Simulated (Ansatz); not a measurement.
A trace of molecular dynamics of CH₃ClZn (6 atoms, charge 0, multiplicity 1).

Computed with RHF/def2-SVP (Ansatz 0.2.0).

- ensemble: NVE (Milne-controlled integrator)
- starting velocities drawn for: 300 K
- seed: 790498

```json
{"time (fs)": "0", "T (K)": "300", "potential energy less start (eV)": "0.000", "conserved less start (meV/atom)": "0.00"}
{"time (fs)": "8", "T (K)": "2780", "potential energy less start (eV)": "3.641", "conserved less start (meV/atom)": "820.47"}
{"time (fs)": "16", "T (K)": "8713", "potential energy less start (eV)": "7.647", "conserved less start (meV/atom)": "1999.35"}
{"time (fs)": "24", "T (K)": "46741853", "potential energy less start (eV)": "233.046", "conserved less start (meV/atom)": "4066716.36"}
{"time (fs)": "32", "T (K)": "116574714", "potential energy less start (eV)": "24.844", "conserved less start (meV/atom)": "10049746.39"}
{"time (fs)": "40", "T (K)": "870063957", "potential energy less start (eV)": "20.519", "conserved less start (meV/atom)": "74979704.71"}
{"time (fs)": "48", "T (K)": "873440162", "potential energy less start (eV)": "20.102", "conserved less start (meV/atom)": "75270574.18"}
{"time (fs)": "56", "T (K)": "138874568", "potential energy less start (eV)": "21.871", "conserved less start (meV/atom)": "11970903.60"}
{"time (fs)": "64", "T (K)": "870056002", "potential energy less start (eV)": "23.186", "conserved less start (meV/atom)": "74979463.70"}
{"time (fs)": "72", "T (K)": "873467759", "potential energy less start (eV)": "24.872", "conserved less start (meV/atom)": "75273747.18"}
{"time (fs)": "80", "T (K)": "138887330", "potential energy less start (eV)": "27.046", "conserved less start (meV/atom)": "11972865.81"}
{"time (fs)": "88", "T (K)": "870053244", "potential energy less start (eV)": "27.618", "conserved less start (meV/atom)": "74979964.81"}
{"time (fs)": "96", "T (K)": "873442645", "potential energy less start (eV)": "27.939", "conserved less start (meV/atom)": "75272094.17"}
{"time (fs)": "104", "T (K)": "138885087", "potential energy less start (eV)": "27.955", "conserved less start (meV/atom)": "11972824.16"}
{"time (fs)": "112", "T (K)": "870053390", "potential energy less start (eV)": "28.039", "conserved less start (meV/atom)": "74980047.56"}
{"time (fs)": "120", "T (K)": "873441417", "potential energy less start (eV)": "28.162", "conserved less start (meV/atom)": "75272025.56"}
{"time (fs)": "128", "T (K)": "138884719", "potential energy less start (eV)": "28.155", "conserved less start (meV/atom)": "11972825.68"}
{"time (fs)": "136", "T (K)": "870053693", "potential energy less start (eV)": "28.190", "conserved less start (meV/atom)": "74980098.75"}
{"time (fs)": "144", "T (K)": "873440705", "potential energy less start (eV)": "28.255", "conserved less start (meV/atom)": "75271979.72"}
{"time (fs)": "152", "T (K)": "138884598", "potential energy less start (eV)": "28.226", "conserved less start (meV/atom)": "11972827.16"}
{"time (fs)": "160", "T (K)": "870054019", "potential energy less start (eV)": "28.270", "conserved less start (meV/atom)": "74980140.17"}
```

Problem. Can this run be trusted? Judge the integration.

Solution. The conserved energy changed by up to 1.1e+08 meV per atom, so the integration failed: the time step of 4 fs is too long for the fastest motions that this run met, and the later frames carry no physical meaning.

Time of the run: 2.9 min on 1 thread of Arm Neoverse V2 (shared host), peak memory 0.18 GiB.
